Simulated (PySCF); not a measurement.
Co(NH3)6 (CoH₁₈N₆), SMILES [Co+3](<-[NH3])(<-[NH3])(<-[NH3])(<-[NH3])(<-[NH3])<-[NH3], charge +3, multiplicity 1.

Geometry optimised at PBE0-D3(BJ)/def2-SVP. The multiplicity is an assumed one; other spin states were not compared. The isomer is the one that the SMILES or the coordinates give; other isomers of the formula were not compared.

These are PBE0-D3(BJ)/def2-SVP in PySCF 2.14.0 values and carry that method's errors.

Frequencies are harmonic and unscaled.

```json
[
 {"mode": "1", "ν (cm⁻¹)": "66", "IR (km/mol)": "0.0", "moving atoms (share of kinetic energy)": "H 91 %, N 9 %"},
 {"mode": "2", "ν (cm⁻¹)": "86", "IR (km/mol)": "0.1", "moving atoms (share of kinetic energy)": "H 91 %, N 9 %"},
 {"mode": "3", "ν (cm⁻¹)": "90", "IR (km/mol)": "0.0", "moving atoms (share of kinetic energy)": "H 99 %"},
 {"mode": "4", "ν (cm⁻¹)": "92", "IR (km/mol)": "0.0", "moving atoms (share of kinetic energy)": "H 98 %"},
 {"mode": "5", "ν (cm⁻¹)": "137", "IR (km/mol)": "0.0", "moving atoms (share of kinetic energy)": "H 91 %, N 9 %"},
 {"mode": "6", "ν (cm⁻¹)": "159", "IR (km/mol)": "0.2", "moving atoms (share of kinetic energy)": "H 98 %"},
 {"mode": "7", "ν (cm⁻¹)": "211", "IR (km/mol)": "0.0", "moving atoms (share of kinetic energy)": "N 70 %, H 30 %"},
 {"mode": "8", "ν (cm⁻¹)": "216", "IR (km/mol)": "0.0", "moving atoms (share of kinetic energy)": "N 63 %, H 37 %"},
 {"mode": "9", "ν (cm⁻¹)": "216", "IR (km/mol)": "0.0", "moving atoms (share of kinetic energy)": "N 63 %, H 37 %"},
 {"mode": "10", "ν (cm⁻¹)": "267", "IR (km/mol)": "0.9", "moving atoms (share of kinetic energy)": "N 71 %, H 28 %"},
 {"mode": "11", "ν (cm⁻¹)": "268", "IR (km/mol)": "0.9", "moving atoms (share of kinetic energy)": "N 71 %, H 29 %"},
 {"mode": "12", "ν (cm⁻¹)": "276", "IR (km/mol)": "0.0", "moving atoms (share of kinetic energy)": "N 64 %, H 36 %"},
 {"mode": "13", "ν (cm⁻¹)": "301", "IR (km/mol)": "21.7", "moving atoms (share of kinetic energy)": "N 54 %, H 26 %, Co 20 %"},
 {"mode": "14", "ν (cm⁻¹)": "302", "IR (km/mol)": "21.0", "moving atoms (share of kinetic energy)": "N 55 %, H 25 %, Co 19 %"},
 {"mode": "15", "ν (cm⁻¹)": "302", "IR (km/mol)": "20.9", "moving atoms (share of kinetic energy)": "N 55 %, H 25 %, Co 19 %"},
 {"mode": "16", "ν (cm⁻¹)": "393", "IR (km/mol)": "0.0", "moving atoms (share of kinetic energy)": "N 82 %, H 18 %"},
 {"mode": "17", "ν (cm⁻¹)": "393", "IR (km/mol)": "0.0", "moving atoms (share of kinetic energy)": "N 82 %, H 18 %"},
 {"mode": "18", "ν (cm⁻¹)": "436", "IR (km/mol)": "0.0", "moving atoms (share of kinetic energy)": "N 84 %, H 16 %"},
 {"mode": "19", "ν (cm⁻¹)": "438", "IR (km/mol)": "1.3", "moving atoms (share of kinetic energy)": "N 46 %, Co 34 %, H 20 %"},
 {"mode": "20", "ν (cm⁻¹)": "440", "IR (km/mol)": "1.3", "moving atoms (share of kinetic energy)": "N 46 %, Co 34 %, H 20 %"},
 {"mode": "21", "ν (cm⁻¹)": "440", "IR (km/mol)": "1.3", "moving atoms (share of kinetic energy)": "N 46 %, Co 34 %, H 20 %"},
 {"mode": "22", "ν (cm⁻¹)": "670", "IR (km/mol)": "0.0", "moving atoms (share of kinetic energy)": "H 87 %, N 13 %"},
 {"mode": "23", "ν (cm⁻¹)": "670", "IR (km/mol)": "0.0", "moving atoms (share of kinetic energy)": "H 87 %, N 13 %"},
 {"mode": "24", "ν (cm⁻¹)": "676", "IR (km/mol)": "0.0", "moving atoms (share of kinetic energy)": "H 87 %, N 13 %"},
 {"mode": "25", "ν (cm⁻¹)": "740", "IR (km/mol)": "0.1", "moving atoms (share of kinetic energy)": "H 83 %, N 17 %"},
 {"mode": "26", "ν (cm⁻¹)": "740", "IR (km/mol)": "0.1", "moving atoms (share of kinetic energy)": "H 83 %, N 17 %"},
 {"mode": "27", "ν (cm⁻¹)": "741", "IR (km/mol)": "0.0", "moving atoms (share of kinetic energy)": "H 83 %, N 17 %"},
 {"mode": "28", "ν (cm⁻¹)": "784", "IR (km/mol)": "0.7", "moving atoms (share of kinetic energy)": "H 85 %, N 15 %"},
 {"mode": "29", "ν (cm⁻¹)": "784", "IR (km/mol)": "0.6", "moving atoms (share of kinetic energy)": "H 85 %, N 15 %"},
 {"mode": "30", "ν (cm⁻¹)": "786", "IR (km/mol)": "0.0", "moving atoms (share of kinetic energy)": "H 85 %, N 15 %"},
 {"mode": "31", "ν (cm⁻¹)": "808", "IR (km/mol)": "84.6", "moving atoms (share of kinetic energy)": "H 74 %, N 16 %, Co 10 %"},
 {"mode": "32", "ν (cm⁻¹)": "814", "IR (km/mol)": "87.9", "moving atoms (share of kinetic energy)": "H 75 %, N 16 %, Co 9 %"},
 {"mode": "33", "ν (cm⁻¹)": "814", "IR (km/mol)": "88.1", "moving atoms (share of kinetic energy)": "H 75 %, N 16 %, Co 9 %"},
 {"mode": "34", "ν (cm⁻¹)": "1389", "IR (km/mol)": "5.2", "moving atoms (share of kinetic energy)": "H 85 %, N 15 %"},
 {"mode": "35", "ν (cm⁻¹)": "1389", "IR (km/mol)": "6.1", "moving atoms (share of kinetic energy)": "H 85 %, N 15 %"},
 {"mode": "36", "ν (cm⁻¹)": "1404", "IR (km/mol)": "183.7", "moving atoms (share of kinetic energy)": "H 84 %, N 16 %"},
 {"mode": "37", "ν (cm⁻¹)": "1408", "IR (km/mol)": "184.6", "moving atoms (share of kinetic energy)": "H 84 %, N 16 %"},
 {"mode": "38", "ν (cm⁻¹)": "1409", "IR (km/mol)": "184.1", "moving atoms (share of kinetic energy)": "H 85 %, N 15 %"},
 {"mode": "39", "ν (cm⁻¹)": "1459", "IR (km/mol)": "0.0", "moving atoms (share of kinetic energy)": "H 87 %, N 13 %"},
 {"mode": "40", "ν (cm⁻¹)": "1613", "IR (km/mol)": "146.6", "moving atoms (share of kinetic energy)": "H 95 %"},
 {"mode": "41", "ν (cm⁻¹)": "1625", "IR (km/mol)": "0.2", "moving atoms (share of kinetic energy)": "H 95 %"},
 {"mode": "42", "ν (cm⁻¹)": "1627", "IR (km/mol)": "0.5", "moving atoms (share of kinetic energy)": "H 95 %"},
 {"mode": "43", "ν (cm⁻¹)": "1637", "IR (km/mol)": "0.0", "moving atoms (share of kinetic energy)": "H 95 %"},
 {"mode": "44", "ν (cm⁻¹)": "1641", "IR (km/mol)": "58.0", "moving atoms (share of kinetic energy)": "H 95 %"},
 {"mode": "45", "ν (cm⁻¹)": "1642", "IR (km/mol)": "58.9", "moving atoms (share of kinetic energy)": "H 95 %"},
 {"mode": "46", "ν (cm⁻¹)": "1644", "IR (km/mol)": "62.6", "moving atoms (share of kinetic energy)": "H 95 %"},
 {"mode": "47", "ν (cm⁻¹)": "1645", "IR (km/mol)": "49.9", "moving atoms (share of kinetic energy)": "H 95 %"},
 {"mode": "48", "ν (cm⁻¹)": "1650", "IR (km/mol)": "0.3", "moving atoms (share of kinetic energy)": "H 95 %"},
 {"mode": "49", "ν (cm⁻¹)": "1666", "IR (km/mol)": "41.6", "moving atoms (share of kinetic energy)": "H 95 %"},
 {"mode": "50", "ν (cm⁻¹)": "1666", "IR (km/mol)": "28.0", "moving atoms (share of kinetic energy)": "H 95 %"},
 {"mode": "51", "ν (cm⁻¹)": "1669", "IR (km/mol)": "0.8", "moving atoms (share of kinetic energy)": "H 95 %"},
 {"mode": "52", "ν (cm⁻¹)": "3433", "IR (km/mol)": "207.1", "moving atoms (share of kinetic energy)": "H 97 %"},
 {"mode": "53", "ν (cm⁻¹)": "3434", "IR (km/mol)": "192.0", "moving atoms (share of kinetic energy)": "H 97 %"},
 {"mode": "54", "ν (cm⁻¹)": "3434", "IR (km/mol)": "2.9", "moving atoms (share of kinetic energy)": "H 97 %"},
 {"mode": "55", "ν (cm⁻¹)": "3435", "IR (km/mol)": "5.1", "moving atoms (share of kinetic energy)": "H 97 %"},
 {"mode": "56", "ν (cm⁻¹)": "3435", "IR (km/mol)": "191.7", "moving atoms (share of kinetic energy)": "H 97 %"},
 {"mode": "57", "ν (cm⁻¹)": "3444", "IR (km/mol)": "0.0", "moving atoms (share of kinetic energy)": "H 97 %"},
 {"mode": "58", "ν (cm⁻¹)": "3517", "IR (km/mol)": "8.9", "moving atoms (share of kinetic energy)": "H 92 %, N 8 %"},
 {"mode": "59", "ν (cm⁻¹)": "3517", "IR (km/mol)": "9.5", "moving atoms (share of kinetic energy)": "H 92 %, N 8 %"},
 {"mode": "60", "ν (cm⁻¹)": "3519", "IR (km/mol)": "2.8", "moving atoms (share of kinetic energy)": "H 92 %, N 8 %"},
 {"mode": "61", "ν (cm⁻¹)": "3519", "IR (km/mol)": "3.5", "moving atoms (share of kinetic energy)": "H 92 %, N 8 %"},
 {"mode": "62", "ν (cm⁻¹)": "3520", "IR (km/mol)": "100.8", "moving atoms (share of kinetic energy)": "H 92 %, N 8 %"},
 {"mode": "63", "ν (cm⁻¹)": "3520", "IR (km/mol)": "156.6", "moving atoms (share of kinetic energy)": "H 92 %, N 8 %"},
 {"mode": "64", "ν (cm⁻¹)": "3521", "IR (km/mol)": "5.0", "moving atoms (share of kinetic energy)": "H 92 %, N 8 %"},
 {"mode": "65", "ν (cm⁻¹)": "3521", "IR (km/mol)": "57.0", "moving atoms (share of kinetic energy)": "H 92 %, N 8 %"},
 {"mode": "66", "ν (cm⁻¹)": "3521", "IR (km/mol)": "319.8", "moving atoms (share of kinetic energy)": "H 92 %, N 8 %"},
 {"mode": "67", "ν (cm⁻¹)": "3524", "IR (km/mol)": "33.3", "moving atoms (share of kinetic energy)": "H 92 %, N 8 %"},
 {"mode": "68", "ν (cm⁻¹)": "3524", "IR (km/mol)": "156.0", "moving atoms (share of kinetic energy)": "H 92 %, N 8 %"},
 {"mode": "69", "ν (cm⁻¹)": "3525", "IR (km/mol)": "124.1", "moving atoms (share of kinetic energy)": "H 92 %, N 8 %"}
]
```
